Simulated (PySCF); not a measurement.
Computed shifts of a molecule C2H9NOSi2, PBE/pcSseg-1 run with PySCF, GIAO, gas phase, atoms alike by connectivity averaged where their shifts nearly agree, in ppm (number of nuclei): ¹³C: 213.5 (1), -2.1 (1). ²⁹Si: -32.5 (1), -32.7 (1). ¹⁵N: 502.7 (1). ¹H: 10.78 (1), 5.85 (1), 5.73 (1), 5.54 (1), 5.48 (1), 0.88 (1), 0.86 (3). References: ¹³C against TMS (σ = 182.0 ppm); ²⁹Si against TMS (σ = 335.4 ppm); ¹⁵N against NH3 (σ = 267.0 ppm); ¹⁷O against H2O (σ = 334.3 ppm); ¹H against TMS (σ = 31.49 ppm), references at their B3LYP-D3(BJ)/def2-TZVP geometries, non-relativistic. Geometry optimised at B3LYP-D3(BJ)/def2-SVP. Other conformers were not sampled.

Problem. Which molecule gave these data?
A. C[SiH2]/N=C\[SiH2]O
B. NC[Si@H]1CO[SiH2]1
C. C[C@@H]1[SiH2]O[Si@@H]1N
D. [SiH3]/C=N\CO[SiH3]

Solution. A, C[SiH2]/N=C\[SiH2]O
